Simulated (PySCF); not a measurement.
**A thermochemical cycle for InBr**

PBE0 in PySCF with def2-TZVPPD on every atom (core potentials on In), for the lowest determinant that a PBE0 search found; no spin–orbit coupling. InBr, a singlet (closed shell), has De = 4.19 eV to neutral atoms, and InBr⁺, a doublet (σ ↑), has De = 0.62 eV to In⁺ + Br.

At the same level the In atom ionises at 5.62 eV.

Problem. What is the adiabatic ionisation energy of the molecule, and does ionisation strengthen or weaken the bond?

Solution. IE = IE(In) + De(neutral) − De(ion) = 5.62 + 4.19 − 0.62 = 9.19 eV. De changes by -3.57 eV, so ionisation weakens the bond.

These are scalar-relativistic numbers at best; spin–orbit coupling would shift them, the dissociation energy most. For an ion De counts to the pair picked by the measured ionisation energies or electron affinities, which need not be the lowest pair at this level. States were picked by a PBE0 search and need not be the measured ground states.
